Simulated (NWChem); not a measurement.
Species: C2H4ClFSi; SMILES F[SiH2]/C=C\Cl

```xyz
9

F     -0.0640     2.7580     0.0000
Si     0.4642     1.2174     0.0000
C     -1.0580     0.1376     0.0000
C     -1.0245    -1.1950     0.0000
Cl     0.4636    -2.0831     0.0000
H      1.2825     1.0144     1.2263
H      1.2825     1.0144    -1.2263
H     -2.0507     0.6039     0.0000
H     -1.9029    -1.8468     0.0000
```
Atoms are numbered in this order, from 1.

Computed with NWChem. Pople sets run with spherical d functions. Geometry: optimised at PBE0/def2-SVP. Vzz is the largest principal value of the second derivative of the potential at the nucleus (NWChem prints the opposite sign); η is the asymmetry. Non-relativistic.

```
level                Vzz Cl5 (a.u.)  η Cl5  relative time
-------------------  --------------  -----  -------------
PBE/def2-SVP                  3.221   0.11              1
PBE/def2-TZVP                 3.537   0.14              3
CAM-B3LYP/def2-TZVP           3.735   0.10             30
CAM-B3LYP/6-31G*              3.427   0.08              2
```

The last column is a rough cost ratio, cheapest run = 1.
